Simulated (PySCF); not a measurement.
# Excitation energy of Tl⁺ by level of theory

Tl⁺ [Xe] 4f14 5d10 6s2 (1S) → Tl⁺ [Xe] 4f14 5d9 6s2 6p1 (high-spin determinant), as a difference of total energies. All numbers are calculated (PySCF 2.14, the spin-free X2C one-electron Hamiltonian (Gaussian nucleus), in ANO-RCC-VTZP (8s7p5d3f2g, 93 functions)). Correlated levels: valence and next inner shell: [Kr] 4d10 4f14 frozen. The calculations carry no spin-orbit coupling.

```json
{"method": "UHF", "excitation energy (eV)": "14.514"}
{"method": "LDA", "excitation energy (eV)": "15.456"}
{"method": "PBE", "excitation energy (eV)": "15.249"}
{"method": "PBE0", "excitation energy (eV)": "15.238"}
{"method": "r2SCAN", "excitation energy (eV)": "15.265"}
{"method": "MP2 (valence and next inner shell)", "excitation energy (eV)": "15.768"}
{"method": "SCS-MP2 (valence and next inner shell)", "excitation energy (eV)": "15.643"}
```

Question: How much does correlation contribute at MP2 (valence and next inner shell)?

Answer: 15.768 − (14.514) = 1.254 eV, measured against UHF.

A first-order spin-orbit estimate (lowest level to lowest level, LS coupling) adds -0.460 eV.

The basis was made for the ground configuration and has no added diffuse functions, so the excitation energy can come out too high.

The determinant of the upper state mixes LS terms, which raises its energy above the lowest term, most at the Hartree-Fock and MP2 levels.
